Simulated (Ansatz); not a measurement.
Cost and result for the atomization energy of C$_{4}$H$_{3}$F$_{7}$ (`FC(F)C(F)(F)CC(F)(F)F`) (14 atoms, 13 bonds).

| atom | x (Å) | y (Å) | z (Å) |
| --- | --- | --- | --- |
| F1 | -2.088 | 0.565 | -0.588 |
| C2 | -1.594 | -0.060 | 0.502 |
| F3 | -2.416 | 0.174 | 1.536 |
| C4 | -0.209 | 0.520 | 0.823 |
| F5 | 0.284 | -0.182 | 1.868 |
| F6 | -0.374 | 1.798 | 1.234 |
| C7 | 0.781 | 0.547 | -0.325 |
| C8 | 1.180 | -0.785 | -0.915 |
| F9 | 0.128 | -1.449 | -1.421 |
| F10 | 2.044 | -0.592 | -1.915 |
| F11 | 1.764 | -1.588 | -0.026 |
| H12 | -1.550 | -1.135 | 0.314 |
| H13 | 1.686 | 1.032 | 0.043 |
| H14 | 0.364 | 1.156 | -1.128 |

Total charge 0; spin multiplicity 1. The structure was optimised at the PBE0-D4/def2-TZVP level. It is one conformer, not always the lowest. Program: Ansatz. All runs use 4 threads of an AMD EPYC 7R13 on a shared host and a share of an NVIDIA H100 80 GB. Times are those of one run each, without the atoms' runs, and a repeat can differ threefold. Electronic energies, without spin–orbit coupling; frozen cores. CCSD(T)/CBS adds CCSD(T) − MP2 in def2-TZVPP to the MP2 limit, and its time is that of the two runs behind it. T1 = 0.012. B3LYP takes the VWN-RPA correlation (the form of Gaussian; ORCA's B3LYP/G).

CCSD(T)/CBS is a level of theory with its own doubt, some kJ/mol a heavy atom from the limit and from the frozen cores, so smaller differences don't rank the functionals.

```json
{"level": "LDA (SPW92)/def2-TZVPP", "functions": "383", "wall time": "9 s", "atomization (kJ/mol)": "7076.8", "difference from CCSD(T)/CBS": "1260.8", "per bond": "97.0"}
{"level": "PBE-D4/def2-TZVPP (with forces)", "functions": "383", "wall time": "12 s", "atomization (kJ/mol)": "6093.6", "difference from CCSD(T)/CBS": "277.6", "per bond": "21.4"}
{"level": "revPBE-D4/def2-TZVPP", "functions": "383", "wall time": "13 s", "atomization (kJ/mol)": "5852.8", "difference from CCSD(T)/CBS": "36.8", "per bond": "2.8"}
{"level": "r2SCANh-D4/def2-TZVPP", "functions": "383", "wall time": "16 s", "atomization (kJ/mol)": "5799.2", "difference from CCSD(T)/CBS": "-16.8", "per bond": "-1.3"}
{"level": "MP2/def2-QZVPP", "functions": "717", "wall time": "16 s", "atomization (kJ/mol)": "6004.9", "difference from CCSD(T)/CBS": "188.9", "per bond": "14.5"}
{"level": "CCSD(T)/def2-SVP", "functions": "169", "wall time": "17 s", "atomization (kJ/mol)": "5565.1", "difference from CCSD(T)/CBS": "-250.9", "per bond": "-19.3"}
{"level": "B97M-V/def2-TZVPP", "functions": "383", "wall time": "21 s", "atomization (kJ/mol)": "5823.9", "difference from CCSD(T)/CBS": "7.9", "per bond": "0.6"}
{"level": "PBE-QIDH/def2-TZVPP", "functions": "383", "wall time": "22 s", "atomization (kJ/mol)": "5799.2", "difference from CCSD(T)/CBS": "-16.8", "per bond": "-1.3"}
{"level": "BLYP-D4/def2-TZVPP", "functions": "383", "wall time": "25 s", "atomization (kJ/mol)": "5837.2", "difference from CCSD(T)/CBS": "21.2", "per bond": "1.6"}
{"level": "B3LYP-D4/def2-TZVPP (with forces)", "functions": "383", "wall time": "32 s", "atomization (kJ/mol)": "5775.5", "difference from CCSD(T)/CBS": "-40.5", "per bond": "-3.1"}
{"level": "r2SCAN-D4/def2-TZVPP (with forces)", "functions": "383", "wall time": "35 s", "atomization (kJ/mol)": "5873.7", "difference from CCSD(T)/CBS": "57.7", "per bond": "4.4"}
{"level": "CCSD(T)/def2-TZVPP", "functions": "383", "wall time": "45 s", "atomization (kJ/mol)": "5657.2", "difference from CCSD(T)/CBS": "-158.8", "per bond": "-12.2"}
{"level": "CCSD(T)/CBS(def2)", "functions": "–", "wall time": "60 s", "atomization (kJ/mol)": "5816.0", "difference from CCSD(T)/CBS": "0.0", "per bond": "0.0"}
```

Leaving LDA and LC-ωPBE aside and taking each functional with its dispersion term where it has one, the values, not all of them listed here, spread over 609.2 kJ/mol, from BHLYP-D4 to PBE-D4. LDA lies +1014.8 kJ/mol from PBE without D4, its usual overbinding. From BLYP to BHLYP (50 % exact exchange), in def2-TZVPP and without D4, the atomization energy moves by −316.6 kJ/mol: exact exchange takes away binding that semilocal exchange gives to molecules. At CCSD(T), def2-SVP lies −250.9 kJ/mol from the extrapolated value and def2-TZVPP −158.8 kJ/mol: correlation converges slowly with the basis, and small sets miss more of it in the bonded molecule than in its fragments.
